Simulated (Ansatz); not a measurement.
BH5InNOS (`[NH2][In]([OH])[BH]S`), relaxed with RKS PBE0-D4/def2-TZVP in Ansatz from a GFN2-xTB geometry. The force threshold is 0.005 eV/Å; the program also tests the step.

Total charge 0; spin multiplicity 1. In takes the def2 core potential.

Start:

```xyz
10

N     0.348   -0.469   -1.755
In    0.055   -0.621    0.298
O    -0.627   -2.397    0.810
B    -0.073    1.396    1.338
S    -0.098    2.733    0.238
H     0.062   -1.354   -2.166
H     1.318   -0.351   -2.036
H    -0.837   -2.626    1.712
H    -0.167    1.612    2.480
H     0.020    2.077   -0.920
```

| step | energy (eV) | largest force (eV/Å) | largest move (Å) |
| --- | --- | --- | --- |
| 1 | -20298.5078 | 0.908 | 0.000 |
| 2 | -20298.5754 | 1.027 | 0.194 |
| 3 (rejected) | -20298.5611 | 1.457 | 0.195 |
| 4 | -20298.6147 | 0.688 | 0.097 |
| 5 | -20298.6404 | 0.413 | 0.098 |
| 6 | -20298.6626 | 0.305 | 0.141 |
| 7 | -20298.6646 | 0.628 | 0.197 |
| 8 | -20298.6783 | 0.340 | 0.073 |
| 9 | -20298.6842 | 0.049 | 0.084 |
| 10 (rejected) | -20298.6813 | 0.233 | 0.025 |
| 11 | -20298.6850 | 0.019 | 0.012 |
| 13 | -20298.6871 | 0.102 | 0.128 |
| 15 | -20298.6898 | 0.022 | 0.051 |
| 17 | -20298.6902 | 0.011 | 0.024 |
| 19 | -20298.6909 | 0.083 | 0.088 |
| 21 | -20298.6917 | 0.028 | 0.024 |
| 23 | -20298.6920 | 0.014 | 0.045 |
| 25 | -20298.6923 | 0.043 | 0.008 |
| 27 | -20298.6924 | 0.004 | 0.011 |
| 29 | -20298.6925 | 0.018 | 0.058 |
| 31 | -20298.6926 | 0.005 | 0.004 |
| 33 | -20298.6926 | 0.003 | 0.010 |
| 34 | -20298.6926 | 0.002 | 0.008 |

End:

```xyz
10

N     0.686   -0.992   -1.781
In    0.061   -0.550    0.080
O    -0.925   -2.183    0.673
B     0.180    1.365    1.219
S    -0.503    2.907    0.715
H     0.692   -1.966   -2.047
H     1.474   -0.516   -2.190
H    -1.348   -2.093    1.529
H     0.731    1.437    2.276
H    -1.048    2.591   -0.474
```

Run time 110 s (4 threads of an AMD EPYC 7R13 on a shared host); peak host memory 0.66 GiB.
